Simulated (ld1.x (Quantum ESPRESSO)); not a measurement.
## u(r) = r·R(r): atom against pseudo-atom (lutetium)

Columns: radius, all-electron u(r) and pseudo u(r) of the 5d shell (level -1.75 eV) of lutetium in the configuration [Xe] 4f14 5d1 6s2 6p0; PBE, scalar-relativistic, ultrasoft scheme, ld1.x (Quantum ESPRESSO) 7.5.

```json
{"r (bohr)": "0.220", "all-electron": "0.0088", "pseudo": "0.0047"}
{"r (bohr)": "0.440", "all-electron": "-0.2309", "pseudo": "0.0353"}
{"r (bohr)": "0.660", "all-electron": "-0.0298", "pseudo": "0.1062"}
{"r (bohr)": "0.880", "all-electron": "0.2248", "pseudo": "0.2141"}
{"r (bohr)": "1.100", "all-electron": "0.4083", "pseudo": "0.3397"}
{"r (bohr)": "1.320", "all-electron": "0.5178", "pseudo": "0.4563"}
{"r (bohr)": "1.540", "all-electron": "0.5730", "pseudo": "0.5412"}
{"r (bohr)": "1.760", "all-electron": "0.5928", "pseudo": "0.5845"}
{"r (bohr)": "1.980", "all-electron": "0.5911", "pseudo": "0.5917"}
{"r (bohr)": "2.200", "all-electron": "0.5768", "pseudo": "0.5775"}
{"r (bohr)": "2.420", "all-electron": "0.5557", "pseudo": "0.5557"}
{"r (bohr)": "2.640", "all-electron": "0.5312", "pseudo": "0.5312"}
{"r (bohr)": "2.860", "all-electron": "0.5053", "pseudo": "0.5053"}
{"r (bohr)": "3.080", "all-electron": "0.4788", "pseudo": "0.4788"}
{"r (bohr)": "3.300", "all-electron": "0.4521", "pseudo": "0.4521"}
{"r (bohr)": "3.520", "all-electron": "0.4257", "pseudo": "0.4257"}
{"r (bohr)": "3.740", "all-electron": "0.3996", "pseudo": "0.3996"}
{"r (bohr)": "3.960", "all-electron": "0.3742", "pseudo": "0.3742"}
{"r (bohr)": "4.180", "all-electron": "0.3495", "pseudo": "0.3495"}
{"r (bohr)": "4.400", "all-electron": "0.3257", "pseudo": "0.3257"}
{"r (bohr)": "4.620", "all-electron": "0.3030", "pseudo": "0.3030"}
{"r (bohr)": "4.840", "all-electron": "0.2815", "pseudo": "0.2815"}
{"r (bohr)": "5.060", "all-electron": "0.2611", "pseudo": "0.2611"}
{"r (bohr)": "5.280", "all-electron": "0.2421", "pseudo": "0.2421"}
{"r (bohr)": "5.500", "all-electron": "0.2243", "pseudo": "0.2243"}
{"r (bohr)": "5.720", "all-electron": "0.2076", "pseudo": "0.2076"}
```

**Question.** How many radial nodes do the two functions have?

**Answer.** The all-electron 5d function has n − l − 1 = 2; the pseudo-wave has 0, since the states of the same l below it are removed with the core.

**Question.** At about which radius was the pseudo-wave matched?

**Answer.** 2.45 bohr, where the columns begin to agree (steps of 0.22 bohr).

**Question.** Is the pseudo-wave norm-conserving?

**Answer.** No, it belongs to an ultrasoft set: the norm inside the radius is not constrained, and the difference is carried by the augmentation charge.
